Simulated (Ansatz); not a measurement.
C$_{2}$H$_{6}$GaNO (`C=N[CH2][GaH][OH]`), relaxed with RKS PBE-D4/def2-SVP in the Gaussian-basis code of Ansatz from a rough embedded geometry. The force threshold is 0.03 eV/Å; the program also tests the step.

Total charge 0; spin multiplicity 1.

Start:

```xyz
11

C    -0.892    0.826    1.137
N    -0.863   -0.425    0.939
C     0.346   -1.039    0.495
Ga    1.081   -0.295   -1.264
O     0.128    0.266   -2.282
H    -0.109    1.515    0.957
H    -1.874    1.289    1.453
H     0.218   -2.065    0.282
H     1.116   -0.960    1.373
H     1.703    0.425   -0.962
H    -0.853    0.462   -2.127
```

How much energy does the relaxation release, and in how many steps? (An estimate is asked.)

Computed: 9.42 eV, in 17 steps, 1 of them rejected.

Which bonds change most? (Best estimate.)

Ansatz gave: Ga4–H10 from 0.997 to 1.569 Å; Ga4–O5 from 1.503 to 1.803 Å; C1–H6 from 1.058 to 1.119 Å; C3–H8 from 1.055 to 1.113 Å.

Give the relaxed structure. (Estimate.)

Computed: 
```xyz
11

C    -1.210    0.725    1.342
N    -0.896   -0.174    0.488
C     0.430   -0.723    0.484
Ga    1.209   -0.257   -1.309
O    -0.035    0.409   -2.432
H    -0.510    1.094    2.133
H    -2.224    1.170    1.317
H     0.379   -1.835    0.469
H     1.082   -0.416    1.341
H     2.662   -0.404   -1.885
H    -0.887    0.410   -1.947
```
